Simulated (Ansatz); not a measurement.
Geometry optimisation, RKS PBE0-D4/def2-SVP in Ansatz 0.2.0.

The input (input.yaml):

```yaml
crystal:
  periodic: [false, false, false]
  atoms:
    - { symbol: Al, position_ang: [0.0, 0.0, 0.0] }
    - { symbol: O, position_ang: [0.0, 0.0, 2.13] }
    - { symbol: H, position_ang: [-0.9095, -0.2814, 2.4671] }
    - { symbol: F, position_ang: [1.4635, 0.0, -0.845] }
    - { symbol: H, position_ang: [-1.351, 0.0, -0.78] }
    - { symbol: Cl, position_ang: [0.1134, 2.3983, 0.7978] }
    - { symbol: H, position_ang: [0.0597, 1.263, 1.9417] }
basis:
  gaussian: { orbitals: def2-SVP }
hamiltonian:
  xc: pbe0
  dispersion: d4
relax:
  f_tol: 0.15
  max_steps: 25
  restrain:
    - { distance: [0, 5], at: 2.23, k: 30.0 }
    - { distance: [6, 1], at: 1.01, k: 30.0 }
    - { distance: [0, 1], at: 2.98, k: 30.0 }
    - { distance: [6, 5], at: 2.57, k: 30.0 }
```

Command:

```bash
$ ansatz run input.yaml --threads 2 --pin off --max-ram 3072MiB --backend cpu --events-out ev --progress --plain --runs-dir out
```

Question: Where does it end, and by what steps?

Answer: It converged. The restraints hold the end off the free minimum. After 7 steps the energy has fallen by 0.852 eV (the restraints' own energy left out); Al1 moved furthest, 0.70 Å. Parted: Al1–O2 (2.13 → 2.96 Å). Joined: O2–H7 (1.28 → 0.98 Å).

| step | energy less start (eV) | largest force component (eV/Å) | accepted |
| --- | --- | --- | --- |
| 0 | 0.0000 | 2.486 | yes |
| 1 | -0.1083 | 3.116 | yes |
| 2 | -0.4472 | 3.243 | yes |
| 3 | -0.7013 | 2.015 | yes |
| 4 | -0.7853 | 1.439 | yes |
| 5 | -0.8335 | 0.993 | yes |
| 6 | -0.8434 | 0.986 | yes |
| 7 | -0.8520 | 1.110 | yes |

```xyz
7
Properties=species:S:1:pos:R:3
Al 0.023 0.507 -0.488
O -0.065 -0.083 2.407
H -0.939 -0.170 2.804
F 1.498 -0.118 -0.892
H -1.315 -0.147 -0.956
Cl 0.066 2.505 0.421
H 0.108 0.885 2.416
```

Run time: 12 s on 2 threads of Arm Neoverse V2, with other jobs on the host, peak memory 0.15 GiB.
